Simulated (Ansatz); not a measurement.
FH6NO2Si2, SMILES `O[SiH2]N[SiH](O)F`. Charge 0, multiplicity 1.

Cartesian coordinates in Å:
```
O 0.754 0.388 -1.806
Si 0.920 -0.996 -0.945
N -0.129 -0.877 0.429
Si -1.126 0.455 0.792
O -0.311 1.868 0.606
F -1.585 0.268 2.308
H 0.719 1.214 -1.314
H 2.316 -1.214 -0.478
H 0.542 -2.105 -1.853
H -0.169 -1.658 1.070
H -2.328 0.604 -0.041
H 0.395 2.053 1.231
```

Q: Give the diagnostics of a CCSD(T)/def2-TZVPP run (frozen core, Ansatz 0.2.0). (Estimate.)

A: The calculation gave: T1 = 0.0114, largest single amplitude 0.009, largest double 0.014, (T) share of the correlation energy 3.3 %, 9 CCSD cycles. The RHF solution is stable towards an unrestricted one. T1 lies under the customary mark of 0.02 for closed shells.
